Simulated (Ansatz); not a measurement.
Consider the cleavage of the Al–Ge bond: `[CH3][Al]([F])[GeH3]` + `[OH][GeH3]` → `[CH3][Al]([F])[O][GeH3]` + GeH₄.

Program: Ansatz. Geometries: PBE0-D4/def2-TZVP. ΔE: electronic, gas phase. CCSD(T)/CBS adds triple-zeta CCSD(T) − MP2 to the extrapolated MP2 energy (def2 sets, frozen cores). Functionals use def2-TZVPP. B3LYP here is the variant with VWN-RPA as its local correlation; programs differ in this. For Ge outer-core shells are correlated without core-valence functions, which leaves a few kJ/mol of doubt a bond. Scalar relativity is left out up to krypton. One conformer a species, not always the lowest.

```csv
level,ΔE (kJ/mol),difference from CCSD(T)/CBS
PBE-D4,-111.4,19.4
r2SCAN-D4,-130.0,0.8
PBE0-D4,-118.0,12.8
B3LYP-D4,-133.0,-2.2
ωB97X-V,-132.1,-1.3
ωB97M-V,-132.9,-2.1
B2PLYP,-136.8,-6.0
PBE,-110.1,20.7
r2SCAN,-129.5,1.3
PBE0,-117.0,13.8
B3LYP,-131.0,-0.2
HF/def2-TZVPP,-151.0,-20.2
MP2/def2-TZVPP,-140.5,-9.7
SCS-MP2/def2-TZVPP,-143.3,-12.5
CCSD/def2-TZVPP,-136.9,-6.1
CCSD(T)/def2-TZVPP,-135.0,-4.2
HF/def2-QZVPP,-153.1,-22.3
MP2/def2-QZVPP,-138.8,-8.0
SCS-MP2/def2-QZVPP,-142.1,-11.3
HF/CBS(def2),-153.4,-22.6
MP2/CBS(def2),-136.3,-5.5
CCSD/CBS(def2),-132.7,-1.9
CCSD(T)/CBS,-130.8,0
```

Largest T1 diagnostic among the species: 0.012.

From PBE to PBE0 (25 % exact exchange), in def2-TZVPP and without D4, ΔE moves by −6.8 kJ/mol. In def2-TZVPP, CCSD(T) changes the Hartree–Fock value by +16.0 kJ/mol (the triples alone add +1.9 kJ/mol) and MP2 by +10.5 kJ/mol.
